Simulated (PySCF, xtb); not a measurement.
Se2, SMILES [Se]=[Se] (connectivity only; charge and spin as stated), neutral, multiplicity 3.

Harmonic wavenumbers (cm⁻¹) from GFN2-xTB (xtb) at its own minimum, in rising order: 365.

### Question
What does PBE-D3(BJ)/def2-TZVP (PySCF 2.14.0) give at its own minimum? (The exact figures need the calculation; the answer reports its results.)

### Answer
378. Paired by order, the mean absolute difference is 13 cm⁻¹ and the zero-point energies are 0.5 and 0.5 kcal/mol.
